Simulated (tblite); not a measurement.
C₇H₁₀F (charge +1).
Geometry (GFN2-xTB, Å), atoms numbered from 1 in this order:
```xyz
18
C7H10F angstrom
C      2.193    1.143   -0.654
C      1.802    0.335    0.357
C      1.654   -1.182    0.210
C      0.355   -0.592   -0.063
C     -0.659   -0.418    0.926
C     -1.932   -0.042    0.674
C     -2.543    0.280   -0.637
F     -3.806    0.749   -0.463
H      2.477    2.168   -0.474
H      2.255    0.798   -1.675
H      1.759    0.717    1.368
H      2.193   -1.616   -0.622
H      1.788   -1.713    1.144
H      0.080   -0.429   -1.097
H     -0.385   -0.638    1.949
H     -2.630    0.014    1.502
H     -1.989    1.052   -1.190
H     -2.624   -0.619   -1.268
```

Method: GFN2-xTB as coded in tblite; computed harmonic values from a numerical Hessian at the method's own geometry, unscaled. Errors from tens to a few hundred cm⁻¹ against measured bands are possible. One conformer, not necessarily the lowest.

Harmonic wavenumbers (cm⁻¹): 50.0, 77.1, 118.8, 167.0, 227.1, 284.4, 352.4, 384.3, 393.4, 457.4, 527.7, 638.4, 711.8, 847.7, 885.8, 914.8, 925.9, 928.3, 952.1, 973.0, 1012.7, 1029.4, 1059.4, 1086.4, 1102.7, 1159.1, 1174.1, 1209.7, 1244.1, 1249.3, 1275.2, 1292.1, 1346.4, 1363.0, 1395.1, 1449.3, 1539.4, 1593.1, 2862.0, 2894.1, 3053.5, 3061.6, 3068.5, 3070.6, 3077.9, 3082.5, 3093.8, 3119.4.

A = 4648, B = 876.3, C = 803.4 MHz; mass 113.077 u (most abundant isotopes); point group C1, symmetry number 1.

Q: Zero-point energy?

A: ½Σν̃ = 31891 cm⁻¹ = 91.18 kcal/mol.

Q: Entropy at 500 K, 1 bar (ideal gas, RRHO, classical rotation)?

A: Translation 42.68, rotation 30.52, vibration 43.11: S = 116.3 cal/(mol K).

Q: And Cp and H(500 K) − H(0)?

A: Cp = 53.15 cal/(mol K), of which vibrations give 45.20 (their classical limit is 48 R = 95.4); H(500 K) − H(0) = 15.26 kcal/mol without the zero-point energy, 11.29 from vibrations.

Q: Blend soft modes into free rotors: weight 1/[1 + (100 cm⁻¹/ν̃)⁴] for the oscillator and the rest for a rotor with moment μB/(μ + B), μ = h/(8π²ν), B = 10⁻⁴⁴ kg m². What vibrational entropy results?

A: 40.04 cal/(mol K) in place of 43.11, which changes −T·S at 500 K by +1.54 kcal/mol.

Q: Which modes carry the vibrational entropy at 500 K?

A: 50.0 cm⁻¹: 5.84; 77.1 cm⁻¹: 4.98; 118.8 cm⁻¹: 4.13; 167.0 cm⁻¹: 3.46; 227.1 cm⁻¹: 2.87; 284.4 cm⁻¹: 2.44 cal/(mol K); the other 42 give 19.38 together.

Q: What must be added to the electronic energy to get the Gibbs energy at 500 K and 1 bar?

A: ZPE + [H(500 K) − H(0)] − T·S = 91.18 + 15.26 − 58.15 = 48.29 kcal/mol.

Q: How do the functions run with temperature in this model?

A: 
| T (K) | S (cal/(mol K)) | Cp (cal/(mol K)) | H − H(0) (kcal/mol) | G − H(0) (kcal/mol) | ln q(vib) |
| --- | --- | --- | --- | --- | --- |
| 100 | 67.5 | 16.9 | 1.22 | -5.53 | 1.43 |
| 200 | 81.8 | 25.5 | 3.34 | -13.03 | 3.62 |
| 300 | 93.9 | 35.1 | 6.35 | -21.83 | 5.82 |
| 800 | 145.4 | 70.2 | 34.02 | -82.28 | 17.04 |
| 1000 | 161.9 | 77.5 | 48.83 | -113.04 | 21.28 |

q(vib) and H(0) count from the zero-point level.

Hindered rotation and anharmonicity are outside this model. Other conformers, if any are populated, would add a mixing term that is left out. The structure is chiral; the term R ln 2 for an equal mix with its mirror image is left out.
